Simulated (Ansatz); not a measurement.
`CS[SiH](O)O` + H₂ → `CS[SiH2]O` + H₂O  (hydrogenolysis of the Si–O bond)

Isolated molecules relaxed with PBE0-D4/def2-TZVP in Ansatz; ΔE leaves out vibrations. CBS: MP2 limit from def2 TZ/QZ plus the TZ coupled-cluster correction, frozen cores. This one scheme is used for every species. DFT in def2-TZVPP. Each species was taken in one conformer, which may not be the lowest.

```json
{"species": "`CS[SiH](O)O`", "B2PLYP energy (Eh)": "-879.71184"}
{"species": "H₂", "B2PLYP energy (Eh)": "-1.16991"}
{"species": "`CS[SiH2]O`", "B2PLYP energy (Eh)": "-804.43408"}
{"species": "H₂O", "B2PLYP energy (Eh)": "-76.41329"}
```

Question: Work out ΔE.

Answer: ΔE = (-804.43408) + (-76.41329) − (-879.71184) − (-1.16991) = 0.03438 Eh = +0.94 eV. CCSD(T)/CBS gives +0.93 eV.

Largest T1 diagnostic among the species: 0.011.

In def2-TZVPP, CCSD(T) changes the Hartree–Fock value by +0.06 eV (the triples alone add +0.02 eV) and MP2 by +0.11 eV. The D4 term adds +0.06 eV with B3LYP and +0.03 eV with PBE0; it sums over pairs of atoms, weighted by their polarisabilities, and B3LYP, whose exchange is more repulsive, gets the larger term.

B3LYP here is the variant with VWN-RPA as its local correlation; programs differ in this.
